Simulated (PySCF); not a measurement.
Electron correlation in Zn (zinc, neutral)

[Ar] 3d10 4s2, closed-shell 1S. Calculation: PySCF 2.14, in cc-pVTZ-PP with ECP10MDF (5s5p4d2f1g, 63 functions); a scalar-relativistic core potential. Frozen: 3s2 3p6; 12 electrons correlated.

MP2 pair energies summed by pair of shells (mhartree):

```tsv
pair	energy	share (%)
3d-3d	-453.80	87.1
3d-4s	-44.48	8.5
4s-4s	-22.63	4.3
```

Total MP2 correlation energy: -520.91 mhartree.

Same-spin part -184.63 and opposite-spin part -336.28 mhartree; SCS-MP2 scales them by 1/3 and 6/5 to -465.08 mhartree.

MP2 falls well short for the outer s pair, which is nearly degenerate with np².
